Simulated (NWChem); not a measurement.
Species: C2H3Cl3; SMILES CC(Cl)(Cl)Cl

Q: Give the equilibrium geometry at PBE0/def2-SVP (NWChem) as a list of bonds and angles, with the point group.

A: point group C3v; any orientation.
Bonded distances (Å): C1–C2 1.510, C1–H6 1.099, C1–H7 1.099, C1–H8 1.099, C2–Cl3 1.783, C2–Cl4 1.783, C2–Cl5 1.783. Bond angles (°): C2–C1–H6 109.4, C2–C1–H7 109.4, C2–C1–H8 109.4, H6–C1–H7 109.5, H6–C1–H8 109.5, H7–C1–H8 109.5, C1–C2–Cl3 110.0, C1–C2–Cl4 110.0, C1–C2–Cl5 110.0, Cl3–C2–Cl4 108.9, Cl3–C2–Cl5 108.9, Cl4–C2–Cl5 108.9.
